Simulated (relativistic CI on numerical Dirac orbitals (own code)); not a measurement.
## Hyperfine structure of Br28+, mass number 81

Computed by Dirac-Coulomb-Breit CI, KLI orbitals optimised for each configuration, model QED (radiative potential, 1s self-energy scaled to tabulated hydrogen-like ionisation energies), unscaled Slater integrals (own radial code, finite nucleus).

CI space (outside the closed core 1s2): 2s²2p³, 2s2p⁴, 2p⁵, 2p⁴3s, 2p⁴3p, 2p⁴3d, 2s²2p²3s, 2s²2p²3p, 2s²2p²3d, 2s2p³3s, 2s2p³3p, 2s2p³3d, 2s²2p²4s, 2s²2p²4p, 2s²2p²4d, 2s²2p²4f. Levels of other configurations are missing.

Nuclear spin I = 3/2, μ = 2.2686 μN, Q = 0.2579 b (tables of Stone and Pyykkö). The electronic factors are computed for point nuclear moments, without core polarisation or the Bohr-Weisskopf and QED corrections.

```json
{"Level": "2s²2p³ ²D°3/2", "E (eV)": "42.104", "A (GHz)": "35.94", "B (GHz)": "18.7"}
{"Level": "2s²2p³ ²D°5/2", "E (eV)": "54.374", "A (GHz)": "214.8", "B (GHz)": "-0.138"}
{"Level": "2s²2p³ ²P°1/2", "E (eV)": "70.203", "A (GHz)": "620.4", "B (GHz)": ""}
{"Level": "2s²2p³ ²P°3/2", "E (eV)": "110.363", "A (GHz)": "120.9", "B (GHz)": "-40.3"}
{"Level": "2s2p⁴ ⁴P5/2", "E (eV)": "161.954", "A (GHz)": "484.6", "B (GHz)": "25.3"}
{"Level": "2s2p⁴ ⁴P3/2", "E (eV)": "191.095", "A (GHz)": "146.7", "B (GHz)": "-26.2"}
{"Level": "2s2p⁴ ⁴P1/2", "E (eV)": "192.989", "A (GHz)": "1448", "B (GHz)": ""}
{"Level": "2s2p⁴ ²D3/2", "E (eV)": "227.630", "A (GHz)": "78.4", "B (GHz)": "-32.2"}
```

Levels with J = 0, under 50 % of one LS term, or S terms without an open s electron are left out. Small factors come from cancelling terms and can be off by tens of per cent or more.

At this charge energies of transitions that change n are usually good to better than 1 %, and those within a shell (Δn = 0) to a few per cent.

Task: Give the hyperfine levels of 2s²2p³ ²D°5/2 relative to its centre of gravity.

Result: With K = F(F + 1) − I(I + 1) − J(J + 1), E = AK/2 + B[¾K(K + 1) − I(I + 1)J(J + 1)]/[2I(2I − 1)J(2J − 1)]: F = 1: -1128, F = 2: -697.9, F = 3: -53.61, F = 4: 805.3 GHz.

LS names give the leading component of a level, which can be under half, so a name can repeat, a term be missing and a line seem to break the LS rules.
